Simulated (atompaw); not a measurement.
**As: one change to a PAW (atompaw) potential, before and after**

atompaw 4.2.0.5 input, output lines left out:

```
As 33
LDA-PW scalarrelativistic loggrid 1500 logderivrange -3 5 201
4 4 3 0 0 0
4 1 3
0 0 0
c
c
c
v
c
c
v
c
2
2.25 2.25 1.85 1.65
y
-0.65
n
y
0.05
n
y
0.05
y
2.6
n
custom rrkj gramschmidtortho sinc
bessel
1.40
1.40
2.25
2.25
1.75
2.25
```

Change: local potential vpsmatchnc scheme with l = 3 at 0.5 Ry, radius 1.85 bohr.

Cutoffs: the cutoffs (Ry, on a coarse ladder) from which the occupation-weighted sum of valence levels, in a spherical-Bessel basis at the reference potential, stays within 10 and 1 mRy of its value at 400 Ry; they do not see the model core or the augmentation charge, which bear on the density cutoff.

Question: What does the change do?

Answer: The potential gets neither clearly harder nor softer (18 Ry and 35 Ry → 18 Ry and 35 Ry); a bound ghost appears in d, s, which as a rule spoils a file. A state that the projectors do not describe sees the local part alone, so a deeper or shallower local part can create or remove a ghost.

```tsv
quantity	base	changed
cutoff, loose	18 Ry	18 Ry
cutoff, tight	35 Ry	35 Ry
bound ghosts	none	s, d
s: phases at 2.25 bohr within 0.05 rad from the reference energy up to (Ry; the scan ends near 5)	to the end of the scan	to the end of the scan
p: phases at 2.25 bohr within 0.05 rad from the reference energy up to (Ry; the scan ends near 5)	4.8	4.0
d: phases at 2.25 bohr within 0.05 rad from the reference energy up to (Ry; the scan ends near 5)	to the end of the scan	to the end of the scan
lowest overlap eigenvalue by channel	s 0.53, p 0.75, d 0.69	s 0.59, p 0.56, d 0.68
```

 A true bound ghost makes a file unfit for plane-wave use even where its test errors are small: the radial tests pick states by their node count and pass the ghost by. The cutoffs see the waves, projectors and local potential, not the compensation charge or the core.
